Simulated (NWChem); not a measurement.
# NH4 cation; SMILES [NH4+]

Program: NWChem. Pople sets run with spherical d functions. STO-3G and 3-21G are far too small for this property and stand as cheap habits. Structure relaxed at the PBE0-D3(BJ)/def2-TZVP level. Field at 589 nm.

Problem. Order these by “isotropic polarisability (bohr³)”, lowest first: B3LYP/aug-cc-pVDZ; B3LYP/def2-SVP; B3LYP/STO-3G.

Solution. B3LYP/STO-3G (4.6), B3LYP/def2-SVP (7.4), B3LYP/aug-cc-pVDZ (9.3)
